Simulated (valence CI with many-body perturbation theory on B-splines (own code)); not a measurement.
Values are calculated unless marked as measured or tabulated.
**Sensitivity of CI+MBPT for Pt XLVI**

Method: configuration interaction combined with many-body perturbation theory (CI+MBPT): five valence electrons over a frozen Dirac-Fock core [Ar] 3d10, a basis of 6 s, 6 p, 5 d, 3 f, 1 g functions for each j, with the one-electron correlation potential Σ1, the two-electron term Σ2, the three-electron term Σ3, Breit, model QED; selected CI, second order for the rest, scaled by the run's own slope (own B-spline code, finite nucleus).

No measured spectrum was set against this ion. As an estimate, large intervals hold to a few tenths of a per cent, small ones and those within an open d or f shell to about a per cent. Among the levels kept, up to 370 cm⁻¹ of a level comes from second order outside the variational space, and about a tenth of that is noise between levels of different J, which matters for small intervals.

The reference run has the lowest level (4s^2 4p1/2^2 4p3/2) J=3/2 and an ionisation energy of 2351.74 eV. Its largest variational space holds 10000 state functions.

Levels are named by their leading jj configuration (3d3/2^4 stands for four electrons in 3d with j = 3/2), which in mixed levels can hold well under half, so a name can repeat and another be missing. Letters in brackets count levels of one name in rising energy.

Changed runs:
A. shift of the energy in Σ1 (hartree) 0 → 27.778; Breit term on → off; QED terms on → off
B. size limit of the variational space 10000 → 3000; second order for the rest on → off
C. correlating orbitals by l 3 3 3 2 1 → 4 2 1 3 1
D. box radius (bohr) 2.4915 → 0.7 (bad on purpose)

Excitation energies of the reference run in cm⁻¹, and shifts in cm⁻¹:

```
                             Level  Reference       A      B       C
        (4s^2 4p1/2 4p3/2^2) J=3/2     966174  +10673   +156     -52
        (4s^2 4p1/2 4p3/2^2) J=5/2    1013750  +11241   +108     -18
        (4s^2 4p1/2 4p3/2^2) J=1/2    1073730  +10525   -277     +10
        (4s^2 4p1/2^2 4d3/2) J=3/2    1357740   +6056   +452     -84
        (4s^2 4p1/2^2 4d5/2) J=5/2    1621850  +10941   +780     -85
        (4s 4p1/2^2 4p3/2^2) J=5/2    1852900  +13492  +1001    +8.5
        (4s 4p1/2^2 4p3/2^2) J=1/2    1973670  +13212    +22     +84
        (4s 4p1/2^2 4p3/2^2) J=3/2    1989890  +13576   +917     +74
              (4s^2 4p3/2^3) J=3/2    2048570  +21353    +13     -32
(4s^2 4p1/2 4p3/2 4d3/2) J=5/2 [a]    2317760  +17333  +1275    -121
(4s^2 4p1/2 4p3/2 4d3/2) J=3/2 [a]    2321870  +17026   +823    -116
(4s^2 4p1/2 4p3/2 4d3/2) J=1/2 [a]    2323660  +16604   +103    -111
            Ionisation energy (eV)    2351.74   +2.48  -0.06  -0.024
```

Run D: It gave no result. The program said: "need at least one array to concatenate".
